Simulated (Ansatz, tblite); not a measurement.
Forces on Mg5H10 at its r2SCAN-D4/def2-SVP geometry. The state is a singlet with charge 0.

The xTB rows come from tblite. The structure comes from a short search, and lower isomers may exist.

GFN1-xTB (tblite), largest force 0.90 eV/Å:

```xyz
15
positions Å, forces eV/Å
Mg   -0.689   -0.163    2.661    0.105    0.387    0.590
Mg    0.423    1.842   -2.212    0.081    0.239   -0.680
Mg   -1.303    0.215   -0.311    0.187    0.176    0.298
Mg    0.008   -2.202    0.590   -0.127    0.055    0.060
Mg    1.640   -0.309   -0.764   -0.377    0.322   -0.260
H    -0.379   -2.063    2.329   -0.080   -0.157   -0.143
H     2.094    1.376   -1.165    0.113    0.028    0.156
H     0.388   -0.180    0.721    0.427    0.577    0.165
H    -0.096    0.614    4.065   -0.296   -0.350   -0.686
H    -1.039    1.890   -0.985    0.013    0.025    0.085
H     0.159   -0.136   -1.898    0.178   -0.351   -0.578
H     1.657   -2.124   -0.308   -0.074   -0.190   -0.123
H    -2.006    0.268    1.415   -0.261   -0.065    0.234
H     0.547    2.679   -3.700   -0.041   -0.447    0.780
H    -1.403   -1.707   -0.438    0.153   -0.250    0.103
```

GFN2-xTB (tblite), largest force 2.47 eV/Å:

```
Mg -0.319 0.252 0.919
Mg 0.003 0.702 -0.499
Mg -0.737 0.348 -0.088
Mg -0.414 -0.935 -0.074
Mg 0.354 0.264 -0.647
H 0.062 -0.375 -0.097
H 0.404 -0.196 0.315
H 1.520 1.779 0.782
H -0.171 -0.200 -0.450
H -0.283 0.025 0.220
H -0.043 -1.089 -0.788
H 0.128 -0.172 -0.098
H -0.328 0.152 -0.003
H -0.082 -0.372 0.568
H -0.095 -0.184 -0.061
```

PBE-D4/def2-TZVP (Ansatz), largest force 0.12 eV/Å:

```
Mg -0.003 -0.041 -0.071
Mg 0.021 -0.078 0.089
Mg 0.070 -0.041 -0.003
Mg 0.010 0.082 -0.035
Mg -0.081 0.005 -0.013
H 0.000 -0.021 0.044
H 0.022 0.039 0.006
H 0.025 0.031 0.046
H 0.021 0.025 0.031
H -0.013 0.020 0.001
H -0.033 -0.022 -0.017
H 0.023 -0.031 0.000
H -0.036 0.018 0.001
H -0.001 0.018 -0.041
H -0.026 -0.004 -0.037
```
